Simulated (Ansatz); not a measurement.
Job for Ansatz (a first-principles code): R-PBE/def2-TZVPP on HISn (SMILES [SnH][I]), a point of a bond scan (R = 2.758 Å). Elements past Kr take the def2 small-core potentials; no spin–orbit coupling.

Ansatz 0.2 input:
```yaml
crystal:
  periodic: [false, false, false]
  atoms:
    - {symbol: Sn, position_ang: [0.45232825, 0.91499533, 0.96539677]}
    - {symbol: H, position_ang: [0.73028803, 2.17687253, -0.26340839]}
    - {symbol: I, position_ang: [-0.44050378, -0.90427621, -0.90578170]}
basis:
  gaussian:
    orbitals: def2-TZVPP
    pivot_positions_ang: [[0.45232825, 0.91499533, 0.96539677], [0.73028803, 2.17687253, -0.26340839], [-0.44050378, -0.90427621, -0.90578170]]
hamiltonian:
  xc: {name: PBE}
scf: {lower_state_search: off}
output: {orbitals: {seedname: ./end}}
```

The log:

```
WARN ansatz: RAYON_NUM_THREADS=1 ignored (pool sized by the plan → 1); use --threads N
Functional definition: PBE
these checks for a lower state are left out or cut short: stability, starts, cluster_reference, orbital_swaps, neighbouring_geometries, increment
integrals: 0.04 GiB planned
814 factors; their error is unknown
mean field: 0.28 GiB planned
mean field evaluation 1: about -13948.5398 eV, gradient 1.5e1 eV
mean field evaluation 2: about -13947.0803 eV, gradient 2.6e1 eV
mean field evaluation 4: about -13949.4044 eV, gradient 3.2e0 eV
mean field evaluation 8: about -13949.4191 eV, gradient 2.1e-1 eV
mean field evaluation 16: about -13949.4192 eV, gradient 1.4e-5 eV
mean field -13949.41920289 eV, -512.6317004502 hartree, gradient 3.8e-6 eV, S^2 0.000000; 0 other end points of the search recorded, 0 dependent functions left out
reference -13949.41923816 eV, -512.6317017465 hartree; 24, 24 occupied and 90, 90 virtual orbitals, 814 factors
Total energy: -13949.41923816 eV, -512.6317017465 hartree
Checks for a lower state left out: stability, starts, cluster_reference, orbital_swaps, neighbouring_geometries, increment
```

Self-consistency was reached.

Cost: very roughly 0.9 core-seconds.
